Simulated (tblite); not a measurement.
C3H6NO, doublet, geometry from GFN2-xTB; tblite 0.6.0 with GFN1-xTB with ALPB(water).

Input for tblite:
```
$ tblite run mol.xyz --method gfn1 --charge 0 --spin 1 --alpb water --json tblite.json --no-restart

# file mol.xyz
11

C      1.59032029    -0.66595976     0.14431730
N      0.22700443    -0.20733053     0.01518478
C     -0.77581277    -1.25726267    -0.14671598
C     -0.06607100     1.07145081     0.04435012
O     -1.10281318     1.68342370    -0.04115406
H      2.25099216     0.19020887     0.25891250
H      1.69098667    -1.31572877     1.01771692
H      1.88640267    -1.23077096    -0.74364888
H     -1.75386421    -0.79016301    -0.23269650
H     -0.56778087    -1.83686848    -1.04829343
H     -0.76388112    -1.92212378     0.71923980
```

**Question.** Predict the main parts of the log of this tblite run.

**Answer.** 
```
xTB calculator
 | screened Coulomb repulsion
 | Coulomb electrostatics
 |  * isotropic Klopman-Ohno-Mataga-Nishimoto electrostatics
 |  * onsite third-order electrostatics
 | DFT-D3(BJ) dispersion correction
 | Interactions (3)
 | [1] alpb/gbsa reaction field model
 | [2] cds contribution to solvation
 | [3] empirical free energy shift and standard state/solvent correction

halogen bonding energy    0.0000000000000E+00 Eh
repulsion energy          1.8888186394668E-01 Eh
dispersion energy        -3.2259984991068E-03 Eh
interaction energy        2.8825310340895E-03 Eh
number of electrons       2.9000000000000E+01 e
integral cutoff           1.9731147476801E+01 bohr

------------------------------------------------------------
  cycle        total energy    energy error   density error
------------------------------------------------------------
      1     -17.22781842540  -1.7416357E+01   6.0180203E-01
      2     -17.39068595251  -1.6286753E-01   3.3219307E-01
      3     -17.39342745254  -2.7415000E-03   1.3282006E-01
      4     -17.39362463477  -1.9718222E-04   1.0728012E-02
      5     -17.39378124659  -1.5661182E-04   2.6913749E-03
      6     -17.39379099729  -9.7507015E-06   1.0989191E-03
      7     -17.39379140879  -4.1150019E-07   7.4358712E-04
      8     -17.39379265727  -1.2484755E-06   2.9549863E-05
      9     -17.39379265512   2.1453417E-09   4.0757959E-05
     10     -17.39379265854  -3.4189185E-09   8.0546825E-06
------------------------------------------------------------

electronic energy        -1.7582331055023E+01 Eh
total energy             -1.7393792658541E+01 Eh

Post processing:
 | Mayer-Wiberg bond orders

[Info] JSON dump of results written to 'tblite.json'
```
